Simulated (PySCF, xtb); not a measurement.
C3H9O3Si, SMILES CO[Si](C)([O])OC, multiplicity 2.

The structure is a stationary point at B3LYP-D3(BJ)/def2-SVP. The isomer is the one that the SMILES or the coordinates give; other isomers of the formula were not compared. One conformer was computed; it need not be the lowest.

The numbers are results of IEF-PCM-M06-2X/def2-SVP (PySCF 2.14.0), not measurements.

The values are the electrostatic part of the solvation free energy, E(continuum) − E(gas) at the gas-phase geometry, in a cavity of scaled van der Waals radii (PySCF's table); cavitation and dispersion terms are not included. The dipole moment in vacuum is 1.83 D.

Computed values in water (ε = 78.36), N,N-dimethylformamide (ε = 37.22), toluene (ε = 2.37):
| solvent | ε | ΔG(elec) (kcal/mol) | dipole (D) |
|---|---|---|---|
| water | 78.36 | -5.9 | 2.42 |
| N,N-dimethylformamide | 37.22 | -5.8 | 2.41 |
| toluene | 2.37 | -2.7 | 2.08 |

For comparison, GFN2-xTB/ALPB(water) (xtb, at the GFN2-xTB geometry, all terms of that model) gives -4.1 kcal/mol.
